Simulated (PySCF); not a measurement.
C₂H₉InN, SMILES [CH3][In+]([CH3])<-[NH3] (connectivity only; charge and spin as stated), charge +1, multiplicity 1. Atoms are numbered in the order given.

```xyz
13

In     0.0092     0.2303     0.0585
C      1.6339     0.8623    -1.1824
H      2.5393     0.3095    -0.8910
H      1.8010     1.9403    -1.0575
H      1.3880     0.6418    -2.2315
C     -1.5893     0.3104     1.4788
H     -2.5156    -0.0308     0.9935
H     -1.7153     1.3396     1.8401
H     -1.3487    -0.3530     2.3227
N     -0.0807    -2.1025    -0.5320
H     -0.7909    -2.2932    -1.2474
H     -0.3173    -2.7053     0.2630
H      0.8040    -2.4542    -0.9123
```
Charge +1, spin multiplicity 1.

Geometry optimised at B3LYP-D3(BJ)/def2-SVP. The multiplicity is an assumed one; other spin states were not compared. The isomer is the one that the SMILES or the coordinates give; other isomers of the formula were not compared. The def2 effective core potentials stand for the cores of In; spin–orbit coupling is left out.

Level of theory: M06-2X/def2-TZVP (PySCF).

ESP charges are fitted to the potential on shells at 1.4 to 2.0 van der Waals radii. Atomic charges (e):

| atom | ESP fit | Löwdin | Mulliken |
|---|---|---|---|
| In1 | 1.06 | (withheld) | 0.96 |
| C2 | -0.81 | -0.50 | -0.66 |
| H3 | 0.22 | (withheld) | 0.19 |
| H4 | 0.22 | (withheld) | 0.20 |
| H5 | 0.22 | (withheld) | 0.19 |
| C6 | -0.84 | -0.50 | -0.65 |
| H7 | 0.23 | (withheld) | 0.19 |
| H8 | 0.23 | (withheld) | 0.20 |
| H9 | 0.23 | (withheld) | 0.19 |
| N10 | -0.76 | (withheld) | -0.75 |
| H11 | 0.34 | 0.19 | 0.32 |
| H12 | 0.33 | 0.19 | 0.32 |
| H13 | 0.33 | 0.18 | 0.32 |

Fill in the missing entries. (Estimate from the structure and the level; the computed values follow.)


- In1, Löwdin: 0.75
- H3, Löwdin: 0.14
- H4, Löwdin: 0.15
- H5, Löwdin: 0.14
- H7, Löwdin: 0.14
- H8, Löwdin: 0.15
- H9, Löwdin: 0.14
- N10, Löwdin: -0.18
